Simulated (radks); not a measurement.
Species: Ni II. Configuration: [Ar] 3d9.

Calculated with a radial shooting solver on a logarithmic mesh with Libxc functionals: non-relativistic Kohn-Sham, HCTH/407, spin-polarised, spherical densities, point nucleus; open shells are filled with parallel spins first.

Energy parts (hartree):
part                       energy
total                 -1508.77482
kinetic                1507.44290
electron-nucleus      -3598.38790
Hartree                 646.06563
exchange-correlation    -63.89544

Orbitals (lengths in bohr, moments of r in powers of bohr; r(90%) holds 90 % of the orbital's charge):
orbital,occ.,eigenvalue (hartree),r(90%)
1s up,1,-298.4383,0.0977
1s down,1,-298.4382,0.0977
2s up,1,-35.52490,0.384
2s down,1,-35.50190,0.384
2p up,3,-31.06359,0.354
2p down,3,-31.04688,0.353
3s up,1,-4.11999,1.13
3s down,1,-4.07524,1.13
3p up,3,-2.75514,1.22
3p down,3,-2.71063,1.22
3d up,5,-0.50890,1.86
3d down,4,-0.46870,1.92

The highest occupied level is 3d down at -12.754 eV. Spin moment in Bohr magnetons: 1. Summed over all electrons, <r^2> = 19.98 bohr^2, which gives a Langevin (diamagnetic) susceptibility term of -15.8 x 10^-6 cm^3/mol. The electron density at the nucleus is 1.49e+04 e/bohr^3. For comparison, the ionisation energy in NIST's Atomic Spectra Database is 18.169 eV (measured). In exact Kohn-Sham theory the highest level is minus the ionisation energy, but local and semilocal functionals leave it too shallow, through self-interaction and a potential that decays too fast; potentials with the right tail come closer.
